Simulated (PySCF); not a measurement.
C2HBN2O2. Atoms are numbered in the order given.

```xyz
8

B      0.0000     0.0000    -0.8064
H      0.0000     0.0000    -2.0232
N      0.0000     1.2274    -0.0887
C      0.0000     2.4237     0.1106
O      0.0000     3.5731     0.3731
N      0.0000    -1.2274    -0.0887
C      0.0000    -2.4237     0.1106
O      0.0000    -3.5731     0.3731
```

Geometry: PBE-D3(BJ)/def2-SVP. This is a generated structure with no PubChem entry under its InChIKey; it may be hypothetical. The values are those of a single conformer.

Level of theory: PBE-D3(BJ)/def2-SVP (PySCF).

No scaling factor is applied to the harmonic values.

```
mode  ν (cm⁻¹)  IR (km/mol)  moving atoms (share of kinetic energy)
----  --------  -----------  --------------------------------------
1           36          0.1                  O 53 %, N 32 %, B 12 %
2           75          2.2                          N 76 %, O 15 %
3           91          0.2                  N 51 %, O 27 %, H 17 %
4          144          0.0                          N 77 %, O 17 %
5          357          2.9                  N 38 %, O 35 %, C 23 %
6          548         10.3                   C 74 %, O 17 %, N 8 %
7          555         31.3                   C 74 %, O 16 %, N 8 %
8          595         37.8                  C 73 %, O 14 %, N 12 %
9          595          0.0                  C 71 %, N 15 %, O 14 %
10         832         36.2                          H 56 %, B 38 %
11         836         53.7                  B 58 %, N 16 %, O 16 %
12         947         53.2                  H 48 %, B 25 %, O 17 %
13        1132        356.5                  H 46 %, B 35 %, O 14 %
14        1538          9.7                          N 57 %, O 35 %
15        1600        356.5                  N 49 %, O 24 %, B 24 %
16        2380       2914.2                  C 70 %, N 18 %, O 12 %
17        2430        122.1                  C 68 %, N 21 %, O 11 %
18        2551        118.4                           H 91 %, B 9 %
```
